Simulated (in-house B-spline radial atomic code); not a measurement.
Sc³⁺. Computed with a B-spline radial atomic code. Model: all-electron spherical atom, spin shells full or empty, radial basis limit, no spin-orbit coupling, Breit or QED, empty-state partial waves extrapolated as (l+1/2)^-4, RPA, G0W0 and static COHSEX of the highest shell as one setting changes (uncorrelated shells keep exact exchange).

Given: element Sc; charge 3; filled core Ne; hamiltonian one-electron scalar X2C; mean-field start LDA VWN5; highest l of empty states 9; nuclear rms radius 3.5459 fm; highest mean-field shell 3p.

Shell: 3s 1 1, 3p 3 3 (electrons up and down).

| lowest nl shells left uncorrelated | RPA correlation energy (hartree) | G0W0 level (eV) | G0W0 minus most complete (meV) | COHSEX level (eV) | linearised minus solved G0W0 (meV) |
| --- | --- | --- | --- | --- | --- |
| 0 | -1.1916 | -73.558 | 0 | -77.374 | -32.8 |
| 1 | -1.0525 | -73.549 | 9 | -77.37 | -32.7 |
| 2 | ? | ? | ? | ? | ? |
| 3 | ? | ? | ? | ? | ? |
| 4 | -0.33897 | -74.359 | -801.5 | -77.797 | -17.6 |

(1) What follows for lowest nl shells left uncorrelated = 2?

(2) What follows for lowest nl shells left uncorrelated = 3?

Results:

(1) RPA correlation energy -0.89694 hartree; G0W0 level -73.533 eV; G0W0 minus most complete 24.8 meV; COHSEX level -77.356 eV; linearised minus solved G0W0 -32.6 meV.

(2) RPA correlation energy -0.47792 hartree; G0W0 level -73.394 eV; G0W0 minus most complete 163.9 meV; COHSEX level -77.084 eV; linearised minus solved G0W0 -31.7 meV.
